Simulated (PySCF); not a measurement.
Complete the spectrum of (ClBe-mu-Br)2

Species: (ClBe-mu-Br)2.
Z-matrix (Å and degrees, PBE0-D3(BJ)/def2-SVP geometry), rows numbered from 1:
```
Be
Cl  1  1.8386
Br  1  2.1687  2  129.16
Be  3  2.1690  1   77.90  2   179.88
Cl  4  1.8386  3  128.93  1   179.91
Br  4  2.1697  3  102.12  1     0.01
```

Theory: TDDFT B3LYP/def2-SVPD, vertical, gas phase, core orbitals frozen in the response (PySCF 2.14.0, density-fitted response routines). The B3LYP/def2-SVPD calculation is non-relativistic and has no spin–orbit coupling, an omission that weighs most on bromine.

Orbital energies (eV): HOMO-3 -9.25, HOMO-2 -9.04, HOMO-1 -9.04, HOMO -8.75, LUMO -1.12, LUMO+1 -1.04, LUMO+2 -0.90.

Lowest singlets, with some entries withheld (?).

```csv
state,ν̃ (cm⁻¹),f,"main configurations (H = HOMO, L = LUMO)"
S1,52850,0.0000,"H→L (76%), H-1→L+1 (24%)"
S2,?,?,?
S3,56690,0.0000,H→L+2 (97%)
S4,57480,0.0000,"H-1→L (72%), H→L+1 (26%)"
S5,?,?,?
S6,57910,0.0000,H-2→L (92%)
S7,58140,0.198,"H-2→L+1 (71%), H-3→L (20%)"
S8,59010,0.0085,H-2→L+2 (96%)
S9,59110,0.044,"H-1→L+2 (73%), H-4→L (18%)"
S10,59800,0.0000,H-4→L+1 (98%)
```

Q: What stands in place of each question mark?

A: 
- S2: ν̃ = 53020 cm⁻¹; f = 0.0000; H→L+1 (73%), H-1→L (26%)
- S5: ν̃ = 57560 cm⁻¹; f = 0.0000; H-1→L+1 (76%), H→L (23%)

Q: How far apart are S3 and S8, in eV and cm⁻¹?

A: 7.316 − 7.029 = 0.287 eV, or about 2310 cm⁻¹.

Q: Where do the lowest triplets lie (Tamm–Dancoff)?

A: T1 6.43 eV, H→L (71%), H-1→L+1 (28%); T2 6.44 eV, H→L+1 (70%), H-1→L (29%); T3 6.49 eV, H-2→L (56%), H-3→L+1 (42%); T4 6.49 eV, H-2→L+1 (60%), H-3→L (38%). E(S1) − E(T1) = +0.12 eV.

Q: What is the mean static polarisability from the same response equations?

A: 96.4 au (14.28 Å³), with principal values 71.2, 97.0 and 121.0 au.

The vertical ionisation energy (ΔSCF) is 10.74 eV, 3.33 eV above S10.

The run took 49 s of wall time (grids of density and orbitals included) on x86-64 server, one thread (shared host).

One conformer stands for the species.
